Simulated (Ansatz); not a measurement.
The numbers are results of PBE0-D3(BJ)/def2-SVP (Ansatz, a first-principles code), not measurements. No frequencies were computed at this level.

Ansatz 0.2 input:
```yaml
crystal:
  periodic: [false, false, false]
  atoms:
    - { symbol: Si, position_ang: [1.232134, 2.001289, -0.219477] }
    - { symbol: Si, position_ang: [-0.086497, 0.060995, -0.04192] }
    - { symbol: Si, position_ang: [-2.254698, 0.526674, 0.702915] }
    - { symbol: Si, position_ang: [-0.076341, -1.127463, -2.072318] }
    - { symbol: Si, position_ang: [0.853268, -1.312556, 1.613843] }
    - { symbol: Br, position_ang: [2.951653, -1.828301, 1.00285] }
    - { symbol: H, position_ang: [0.646029, 2.918774, -1.199001] }
    - { symbol: H, position_ang: [1.305533, 2.718649, 1.056064] }
    - { symbol: H, position_ang: [2.598967, 1.705533, -0.641056] }
    - { symbol: H, position_ang: [-2.251837, 1.207326, 1.999364] }
    - { symbol: H, position_ang: [-2.967912, 1.383717, -0.240694] }
    - { symbol: H, position_ang: [-3.046579, -0.693049, 0.874022] }
    - { symbol: H, position_ang: [-0.713049, -0.330977, -3.123496] }
    - { symbol: H, position_ang: [-0.827206, -2.38104, -1.963961] }
    - { symbol: H, position_ang: [1.276124, -1.457576, -2.514242] }
    - { symbol: H, position_ang: [0.284404, -2.642424, 1.823087] }
    - { symbol: H, position_ang: [1.076005, -0.749574, 2.944023] }
basis:
  gaussian: { orbitals: def2-svp }
hamiltonian:
  xc: pbe0
  dispersion: d3bj
relax:
  max_steps: 150
```

Output:

```
Functional definition: PBE0
1795 factors; integrals over basis functions are off by at most 4.9e-4 eV
mean field evaluation 1: about -109568.3506 eV, gradient 1.3e1 eV
mean field evaluation 2: about -109568.7885 eV, gradient 7.5e0 eV
mean field evaluation 4: about -109568.9997 eV, gradient 4.2e-1 eV
mean field evaluation 8: about -109569.0024 eV, gradient 3.9e-2 eV
mean field -109569.00236870 eV, -4026.5865685124 hartree, gradient 9.1e-6 eV, S^2 0.000000; 0 other end points of the search recorded, 0 dependent functions left out
reference -109569.00240741 eV, -4026.5865699349 hartree; 58, 58 occupied and 119, 119 virtual orbitals, 1795 factors
relax step   1: F+E_penalty+E_count = -109569.57779673 eV  Δ(F+E_penalty+E_count) = +0.000e0 eV  max|allowed force component| = 7.668e-1 eV/Å  Δτ_max = 0.0000 Å  (25 SCF iters, accepted)
these checks for a lower state are left out or cut short: starts, cluster_reference, orbital_swaps, neighbouring_geometries, increment
1795 factors; integrals over basis functions are off by at most 5.1e-4 eV
mean field evaluation 16: about -109569.0253 eV, gradient 1.1e1 eV
mean field -109569.15202211 eV, -4026.5920681738 hartree, gradient 1.5e-5 eV, S^2 0.000000; 0 other end points of the search recorded, 0 dependent functions left out
reference -109569.15206116 eV, -4026.5920696088 hartree; 58, 58 occupied and 119, 119 virtual orbitals, 1795 factors
relax step   2: F+E_penalty+E_count = -109569.73515594 eV  Δ(F+E_penalty+E_count) = -1.574e-1 eV  max|allowed force component| = 4.722e-1 eV/Å  Δτ_max = 0.1918 Å  (27 SCF iters, accepted)
these checks for a lower state are left out or cut short: starts, cluster_reference, orbital_swaps, neighbouring_geometries, increment
1795 factors; integrals over basis functions are off by at most 5.3e-4 eV
mean field -109569.22056853 eV, -4026.5945872084 hartree, gradient 3.2e-5 eV, S^2 0.000000; 0 other end points of the search recorded, 0 dependent functions left out
reference -109569.22060746 eV, -4026.5945886390 hartree; 58, 58 occupied and 119, 119 virtual orbitals, 1795 factors
relax step   3: F+E_penalty+E_count = -109569.80289875 eV  Δ(F+E_penalty+E_count) = -6.774e-2 eV  max|allowed force component| = 1.182e-1 eV/Å  Δτ_max = 0.0943 Å  (24 SCF iters, accepted)
these checks for a lower state are left out or cut short: starts, cluster_reference, orbital_swaps, neighbouring_geometries, increment
1795 factors; integrals over basis functions are off by at most 5.3e-4 eV
mean field evaluation 32: about -109569.2224 eV, gradient 1.5e-5 eV
mean field -109569.22241258 eV, -4026.5946549760 hartree, gradient 1.5e-5 eV, S^2 0.000000; 0 other end points of the search recorded, 0 dependent functions left out
reference -109569.22245149 eV, -4026.5946564057 hartree; 58, 58 occupied and 119, 119 virtual orbitals, 1795 factors
relax step   4: F+E_penalty+E_count = -109569.80503291 eV  Δ(F+E_penalty+E_count) = -2.134e-3 eV  max|allowed force component| = 1.770e-2 eV/Å  Δτ_max = 0.0171 Å  (23 SCF iters, accepted)
these checks for a lower state are left out or cut short: starts, cluster_reference, orbital_swaps, neighbouring_geometries, increment
1795 factors; integrals over basis functions are off by at most 5.1e-4 eV
mean field -109569.22248215 eV, -4026.5946575327 hartree, gradient 3.1e-5 eV, S^2 0.000000; 0 other end points of the search recorded, 0 dependent functions left out
reference -109569.22252106 eV, -4026.5946589626 hartree; 58, 58 occupied and 119, 119 virtual orbitals, 1795 factors
relax step   5: F+E_penalty+E_count = -109569.80582126 eV  Δ(F+E_penalty+E_count) = -7.884e-4 eV  max|allowed force component| = 4.419e-2 eV/Å  Δτ_max = 0.0333 Å  (22 SCF iters, accepted)
these checks for a lower state are left out or cut short: starts, cluster_reference, orbital_swaps, neighbouring_geometries, increment
1795 factors; integrals over basis functions are off by at most 5.0e-4 eV
mean field -109569.22259504 eV, -4026.5946616811 hartree, gradient 2.9e-5 eV, S^2 0.000000; 0 other end points of the search recorded, 0 dependent functions left out
reference -109569.22263395 eV, -4026.5946631111 hartree; 58, 58 occupied and 119, 119 virtual orbitals, 1795 factors
relax step   6: F+E_penalty+E_count = -109569.80627641 eV  Δ(F+E_penalty+E_count) = -4.551e-4 eV  max|allowed force component| = 4.969e-2 eV/Å  Δτ_max = 0.0279 Å  (22 SCF iters, accepted)
these checks for a lower state are left out or cut short: starts, cluster_reference, orbital_swaps, neighbouring_geometries, increment
1795 factors; integrals over basis functions are off by at most 5.1e-4 eV
mean field -109569.22253436 eV, -4026.5946594512 hartree, gradient 2.8e-5 eV, S^2 0.000000; 0 other end points of the search recorded, 0 dependent functions left out
reference -109569.22257327 eV, -4026.5946608810 hartree; 58, 58 occupied and 119, 119 virtual orbitals, 1795 factors
relax step   7: F+E_penalty+E_count = -109569.80649794 eV  Δ(F+E_penalty+E_count) = -2.215e-4 eV  max|allowed force component| = 2.419e-2 eV/Å  Δτ_max = 0.0180 Å  (23 SCF iters, accepted)
these checks for a lower state are left out or cut short: starts, cluster_reference, orbital_swaps, neighbouring_geometries, increment
1795 factors; integrals over basis functions are off by at most 5.0e-4 eV
mean field -109569.22255763 eV, -4026.5946603065 hartree, gradient 1.5e-5 eV, S^2 0.000000; 0 other end points of the search recorded, 0 dependent functions left out
reference -109569.22259654 eV, -4026.5946617362 hartree; 58, 58 occupied and 119, 119 virtual orbitals, 1795 factors
relax step   8: F+E_penalty+E_count = -109569.80654646 eV  Δ(F+E_penalty+E_count) = -4.852e-5 eV  max|allowed force component| = 2.808e-3 eV/Å  Δτ_max = 0.0056 Å  (22 SCF iters, accepted)
1795 factors; integrals over basis functions are off by at most 5.0e-4 eV
mean field evaluation 64: about -109569.2226 eV, gradient 2.8e-2 eV
mean field -109569.22255763 eV, -4026.5946603065 hartree, gradient 1.5e-5 eV, S^2 0.000000; 1 other end points of the search recorded, 0 dependent functions left out
reference -109569.22259654 eV, -4026.5946617362 hartree; 58, 58 occupied and 119, 119 virtual orbitals, 1795 factors
Total energy: -109569.80658536 eV, -4026.6161229297 hartree
Atom 0 at     1.218055     1.973430    -0.185594 Å, force     0.001286     0.002138     0.001617 eV/Å
Atom 1 at    -0.080389     0.032288     0.002246 Å, force     0.002238    -0.000235    -0.001179 eV/Å
Atom 2 at    -2.265801     0.550005     0.671358 Å, force    -0.000619    -0.000275     0.000899 eV/Å
Atom 3 at    -0.082921    -1.137391    -2.027808 Å, force    -0.000706    -0.002626    -0.001203 eV/Å
Atom 4 at     0.932597    -1.337584     1.600087 Å, force     0.000533    -0.000100    -0.000208 eV/Å
Atom 5 at     3.006252    -1.772020     0.869287 Å, force    -0.001142     0.000925    -0.000758 eV/Å
Atom 6 at     0.571530     2.921275    -1.144785 Å, force     0.000148    -0.002074     0.001362 eV/Å
Atom 7 at     1.331240     2.636032     1.150120 Å, force     0.000602     0.000566    -0.002783 eV/Å
Atom 8 at     2.581968     1.623518    -0.683415 Å, force    -0.001950     0.001212     0.001158 eV/Å
Atom 9 at    -2.244407     1.266631     1.983614 Å, force    -0.000388     0.000132     0.000396 eV/Å
Atom 10 at    -2.914581     1.426808    -0.351060 Å, force     0.002808    -0.000853    -0.000543 eV/Å
Atom 11 at    -3.068269    -0.703334     0.817002 Å, force    -0.000499    -0.000135     0.000238 eV/Å
Atom 12 at    -0.789440    -0.333008    -3.071959 Å, force     0.000809    -0.000493     0.002298 eV/Å
Atom 13 at    -0.792643    -2.442466    -1.857345 Å, force     0.001057     0.001653    -0.002139 eV/Å
Atom 14 at     1.321738    -1.389880    -2.467930 Å, force    -0.002543    -0.000207     0.000318 eV/Å
Atom 15 at     0.225754    -2.641790     1.764995 Å, force    -0.001277    -0.000918    -0.000389 eV/Å
Atom 16 at     1.049315    -0.672516     2.931191 Å, force    -0.000357     0.001288     0.000917 eV/Å
Dipole moment:    -0.271433     0.101312     0.020605 e Å
```

Cost: around 2.9 core-minutes (rough).
